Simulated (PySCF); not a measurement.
F3Y, charge -1, multiplicity 2. Atoms are numbered in the order given.

```xyz
4

Y      0.0000     0.0000     0.0000
F      2.0634     0.0000     0.0000
F     -1.0317     1.7869     0.0000
F     -1.0317    -1.7869     0.0000
```
Charge -1, spin multiplicity 2.

Coordinates come from a PBE0-D3(BJ)/def2-SVPD optimisation. The geometry has at least one imaginary mode, so it is a saddle point at that level. The spin state was assumed, not searched. The def2 effective core potentials stand for the cores of Y; spin–orbit coupling is left out.

Calculation: PySCF with ωB97X/def2-TZVPD.

Mulliken values depend strongly on the basis, most of all with diffuse functions as here. ESP charges are fitted to the potential on shells at 1.4 to 2.0 van der Waals radii. Atomic charges (e):

```csv
atom,Mulliken,ESP fit,Mulliken spin
Y1,1.15,[?],0.96
F2,-0.72,[?],0.01
F3,-0.72,[?],0.01
F4,-0.72,[?],0.01
```

Q: Fill in the missing entries. (The exact figures need the calculation; the answer reports its results.)

A: 
- Y1, ESP fit: 0.55
- F2, ESP fit: -0.52
- F3, ESP fit: -0.52
- F4, ESP fit: -0.52
